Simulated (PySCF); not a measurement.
## In²⁺: ionisation energy

In²⁺ [Kr] 4d10 5s1 (2S) → In³⁺ [Kr] 4d10 (1S), as a difference of total energies. Computed with PySCF 2.14 in aug-cc-pVTZ-DK3 (8s7p5d2f, 68 functions), with the spin-free X2C one-electron Hamiltonian (Gaussian nucleus). The calculations carry no spin-orbit coupling.

```
method  ionisation energy (eV)
   UHF                  26.622
   LDA                  28.948
  PBE0                  28.189
  TPSS                  28.159
  BLYP                  28.708
 wB97X                  27.700
```

Task: Estimate what r2SCAN gives.

Result: 28.209 eV, closest to PBE0 among the rows shown.

Task: Estimate what PBE gives.

Result: 28.540 eV, closest to BLYP among the rows shown.

For comparison: 28.044 eV (measured; NIST Atomic Spectra Database, ionization energies).
